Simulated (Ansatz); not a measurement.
Consider the redistribution: `[F][AlH][SeH]` + `[F][Hf]([F])([F])[SeH]` → `[F][Hf]([F])([SeH])[SeH]` + `[F][AlH][F]`.

Isolated molecules relaxed with PBE0-D4/def2-TZVP in Ansatz; ΔE leaves out vibrations. CCSD(T)/CBS is the MP2 limit (def2-TZVPP, def2-QZVPP) plus CCSD(T) − MP2 in def2-TZVPP, frozen cores. This one scheme is used for every species. Functionals use def2-TZVPP. Elements past krypton have def2 core potentials. For Hf, Se outer-core shells are correlated without core-valence functions, which leaves a few kJ/mol of doubt a bond. Scalar relativity is left out up to krypton. Each species was taken in one conformer, which may not be the lowest.

`[F][AlH][SeH]`:

```xyz
5

F     2.170    0.209    0.080
Al    0.563    0.178   -0.276
Se   -0.816   -0.659    1.366
H     0.067    0.703   -1.671
H    -1.983   -0.431    0.501
```

`[F][Hf]([F])([F])[SeH]`:

Z-matrix (Å, degrees):
```
Hf
F 1 1.890
F 1 1.894 2 111.2
F 1 1.894 2 111.1 3 119.7
Se 1 2.578 2 106.9 3 -120.2
H 5 1.474 1 88.3 2 179.3
```

`[F][Hf]([F])([SeH])[SeH]`:

Cartesian coordinates in Å:
```
F -1.593 -0.331 1.714
Hf -0.314 0.133 0.403
F 0.878 1.441 1.067
Se -1.554 0.939 -1.691
Se 1.045 -1.927 -0.319
H -0.286 1.567 -2.106
H 1.822 -1.823 0.931
```

`[F][AlH][F]`:

```xyz
4

F    -0.479    0.747    1.358
Al    0.030   -0.013   -0.002
F    -1.001   -0.083   -1.274
H     1.450   -0.650   -0.082
```

Question: Is it downhill or uphill in electronic energy at CCSD(T)/CBS, and by how much? (Best estimate.)

Answer: Ansatz gave: Uphill: ΔE = +9.2 kJ/mol.

Question: What do these levels give: PBE-D4, PBE0-D4, ωB97X-V, ωB97M-V, B2PLYP, PBE, MP2/def2-TZVPP, SCS-MP2/def2-TZVPP, CCSD(T)/def2-TZVPP, HF/def2-QZVPP, MP2/def2-QZVPP, SCS-MP2/def2-QZVPP? (Best estimate.)

Answer: The calculation gave: PBE-D4 22.5, PBE0-D4 19.7, ωB97X-V 23.0, ωB97M-V 18.5, B2PLYP 12.8, PBE 24.1, MP2/def2-TZVPP 2.3, SCS-MP2/def2-TZVPP 6.5, CCSD(T)/def2-TZVPP 8.5, HF/def2-QZVPP 16.3, MP2/def2-QZVPP 2.1, SCS-MP2/def2-QZVPP 6.6 kJ/mol.

Largest T1 diagnostic among the species: 0.015.

In def2-TZVPP, CCSD(T) changes the Hartree–Fock value by −9.4 kJ/mol (the triples alone add −1.7 kJ/mol) and MP2 by −15.6 kJ/mol.
